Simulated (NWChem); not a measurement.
System meant: TaF$_{4}$, doublet; SMILES [F][Ta]([F])([F])[F]

The following NWChem deck was run.

```
start job
memory heap 200 mb stack 900 mb global 1100 mb
geometry units angstroms noautoz
  Ta     0.000000     0.000000     0.000000
  F     -1.300335    -1.179395     0.644271
  F      1.300335     1.179395     0.644271
  F     -1.179395     1.300335    -0.644271
  F      1.179395    -1.300335    -0.644271
end
basis spherical
  * library def2-svp
end
ecp
  Ta library def2-ecp
end
dft
  odft
  mult 2
  xc xpbe96 cpbe96
  iterations 4
  mulliken
end
task dft energy
```

End of the output:

```
     --------------------------
     Expectation value of S2:
     --------------------------
      <S2> =      0.7513 (Exact =     0.7500)

 center of mass
 --------------
 x =   0.00000000 y =   0.00000000 z =   0.00000000

 moments of inertia (a.u.)
 ------------------
         530.817321285213          -0.000000000000           0.000000000000
          -0.000000000000         530.817321285213           0.000000000000
           0.000000000000           0.000000000000         836.344675090042

     Multipole analysis of the density
     ---------------------------------

     L   x y z        total         alpha         beta         nuclear
     -   - - -        -----         -----         ----         -------
     0   0 0 0     -0.000000    -25.000000    -24.000000     49.000000

     1   1 0 0     -0.000000     -0.000000     -0.000000      0.000000
     1   0 1 0     -0.000000     -0.000000      0.000000      0.000000
     1   0 0 1     -0.000000     -0.000000     -0.000000      0.000000

     2   2 0 0    -34.486328   -116.956788   -115.627855    198.098316
     2   1 1 0     -0.000000      0.000000     -0.000000     -0.000000
     2   1 0 1     -0.000000      0.000000     -0.000000      0.000000
     2   0 2 0    -34.486328   -116.956788   -115.627855    198.098316
     2   0 1 1      0.000000      0.000000      0.000000      0.000000
     2   0 0 2    -31.106543    -44.510648    -39.958539     53.362644

 ------------------------------------------------------------------------
 dft energy failed                                                                                  0
 ------------------------------------------------------------------------
 ------------------------------------------------------------------------
  current input line :
    23: task dft energy
 ------------------------------------------------------------------------
 ------------------------------------------------------------------------
 This type of error is most commonly associated with calculations not reaching convergence criteria
 ------------------------------------------------------------------------
 For more information see the NWChem manual at https://nwchemgit.github.io

0:dft energy failed:Received an Error in Communication
```

Q: What is wrong, and how is it mended?

A: Convergence was not reached. Cause: the SCF was allowed too few iterations. This input runs:
```
start job
memory heap 200 mb stack 900 mb global 1100 mb
geometry units angstroms noautoz
  Ta     0.000000     0.000000     0.000000
  F     -1.300335    -1.179395     0.644271
  F      1.300335     1.179395     0.644271
  F     -1.179395     1.300335    -0.644271
  F      1.179395    -1.300335    -0.644271
end
basis spherical
  Ta library def2-svp
  F library def2-svp
end
ecp
  Ta library def2-ecp
end
dft
  odft
  mult 2
  xc xpbe96 cpbe96
  iterations 150
  mulliken
end
task dft energy
```
It converges to -455.99525 Ha (PBE/def2-SVP with def2 effective core potentials on Ta, spin-unrestricted).
